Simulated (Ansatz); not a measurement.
**One elementary step**

Start structure (Si2H6Cl3OF, singlet), relaxed at PBE0-D4/def2-TZVP:

| atom | x (Å) | y (Å) | z (Å) |
| --- | --- | --- | --- |
| Si1 | -1.5440 | 0.1974 | -1.0465 |
| Si2 | -0.9997 | -1.3184 | 0.6556 |
| Cl3 | 0.1019 | 0.7750 | -2.1467 |
| Cl4 | -2.5299 | 1.8619 | -0.4358 |
| F5 | -2.4897 | -0.5290 | -2.0996 |
| H6 | 1.5623 | 1.2507 | 1.0799 |
| Cl7 | 0.5170 | 1.6158 | 1.7953 |
| H8 | 3.1321 | -0.1530 | 0.1602 |
| O9 | 2.7312 | 0.6973 | -0.0389 |
| H10 | 0.4741 | -1.4439 | 0.7557 |
| H11 | -1.5669 | -2.6251 | 0.2263 |
| H12 | -1.6044 | -0.8992 | 1.9390 |
| H13 | 2.2162 | 0.5705 | -0.8448 |

The step: Si₂H₃Cl₂F ([F][Si]([SiH3])([Cl])[Cl]) + HCl + H₂O → SiCl₃F ([F][Si]([Cl])([Cl])[Cl]) + SiH₄ + H₂O; bonds formed: Si1–Cl7, Si2–H8, H6–O9; bonds broken: Si1–Si2, H6–Cl7, H8–O9. Ansatz 0.2.0; basis: def2-TZVPP and def2-QZVPP; cores frozen in the correlated methods. Extrapolation: Hartree–Fock as exp(−7.88 √X), correlation as X^−2.97. Energies below are by CCSD(T) at an estimated basis limit (MP2 extrapolated from triple and quadruple zeta, plus CCSD(T) − MP2 in triple zeta).

Problem. What are the electronic barrier and the energy of the step, from the start structure to the end structure? (To be estimated.)

Solution. By the calculation: Barrier 45.08 kcal/mol; step energy -17.59 kcal/mol (downhill); reverse barrier, their difference, 62.67 kcal/mol. Barrier and step energy count from the start structure, the reverse barrier from the end structure.

The saddle point: One imaginary mode of 921i cm⁻¹.
```csv
pair,start (Å),saddle (Å),end (Å)
Si1–Cl7,3.79,2.26,2.02
Si2–H8,4.32,1.89,1.48
H6–O9,1.71,0.99,0.96
Si1–Si2,2.34,2.51,4.45
H6–Cl7,1.32,2.11,2.90
H8–O9,0.96,1.23,2.97
```

Zero-point energy (harmonic, PBE0-D4): ZPE is 40.89 kcal/mol at the start and 40.58 kcal/mol at the saddle, so the barrier goes from 45.08 to 44.78 kcal/mol.

No T1 diagnostic of these runs exceeds 0.012.

Labels in which every atom is bracketed show which atoms are joined, not bond orders.

For scale, one of the runs: CCSD(T)/def2-TZVPP, 356 basis functions, launched by `ansatz run in.yaml --threads 4 --pin off --events-out ev --progress --plain --max-ram 46080MiB --backend cuda --devices 0, --max-vram 37GiB`. Hardware: 4 CPU threads of an AMD EPYC 7R13 and a share of one NVIDIA H100, shared host. Wall time 7 s; peak host memory 0.9 GiB.
